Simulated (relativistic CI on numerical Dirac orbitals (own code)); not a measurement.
I⁸⁺: q coefficients and field-shift factors

Calculated at this level of theory: Dirac-Coulomb-Breit CI, orbitals from a KLI potential per configuration, derivatives by finite differences, unscaled Slater integrals, QED left out (own radial code, finite nucleus).

Configuration list (outside the closed core [Ar] 3d10): 4s2 4p6 4d9, 4s2 4p5 4d10, 4s2 4p6 4d8 4f, 4s2 4p6 4d8 5s, 4s2 4p6 4d8 5p, 4s2 4p6 4d7 5s2, 4s 4p6 4d10, 4s2 4p6 4d7 5s 5p. Levels of other configurations are missing.

With x = (α/α₀)² − 1 an excitation energy changes as ω = ω₀ + qx; K = 2q/ω₀ is the relative enhancement. Terms are leading LS components, so labels can repeat. The field-shift factor is F = δν/δ⟨r²⟩ for the transition from the lowest level.

Lowest level 4s2 4p6 4d9 2D_5/2.

```tsv
Level	ω₀ (cm⁻¹)	q (cm⁻¹)	K	F (GHz/fm²)
4s2 4p6 4d9 2D_3/2	14148	13930	1.97	0.19
4s2 4p6 4d8 5s 4F_9/2	421396	-48820	-0.232	37
4s2 4p6 4d8 5s 4F_7/2	427381	-45620	-0.213	36.6
4s2 4p6 4d8 5s 4F_5/2	435172	-37820	-0.174	37.1
4s2 4p6 4d8 5s 4F_3/2	437076	-40110	-0.184	36.9
4s2 4p6 4d8 5s 2F_7/2	439365	-37780	-0.172	36.1
4s2 4p6 4d8 5s 2F_5/2	441987	-45340	-0.205	36.4
4s2 4p6 4d8 5s 2F_5/2	451161	-34170	-0.151	36.5
4s2 4p6 4d8 5s 4P_3/2	451659	-38090	-0.169	36.8
4s2 4p6 4d8 5s 4P_1/2	455958	-39080	-0.171	37.2
4s2 4p6 4d8 5s 4P_3/2	458753	-34130	-0.149	36.9
4s2 4p6 4d8 5s 2D_5/2	465226	-24460	-0.105	36.8
4s2 4p6 4d8 5s 2G_9/2	465980	-37220	-0.16	36.8
4s2 4p6 4d8 5s 2G_7/2	466285	-36770	-0.158	36.7
4s2 4p6 4d8 5s 2P_1/2	467550	-36220	-0.155	35.8
4s2 4p6 4d8 5s 2P_3/2	468751	-29420	-0.126	36.2
4s2 4p6 4d8 5s 2S_1/2	515558	-30810	-0.12	37
4s2 4p6 4d8 5p 4D°_7/2	538592	-38710	-0.144	5.6
4s2 4p6 4d8 5p 4G°_9/2	543581	-40050	-0.147	5.63
4s2 4p6 4d8 5p 4D°_5/2	551172	-27540	-0.0999	5.56
4s2 4p6 4d8 5p 4G°_7/2	554376	-26750	-0.0965	5.73
4s2 4p6 4d8 5p 2D°_3/2	555168	-38140	-0.137	5.71
4s2 4p6 4d8 5p 4G°_5/2	555245	-31800	-0.115	5.76
```

At this charge configurations can still be misplaced by up to about 7 % of their energy. Levels and lines within the n = 5 or 6 shells can be off by up to 10 % or somewhat more, and those that change n by about 2 %, since core polarisation is missing.
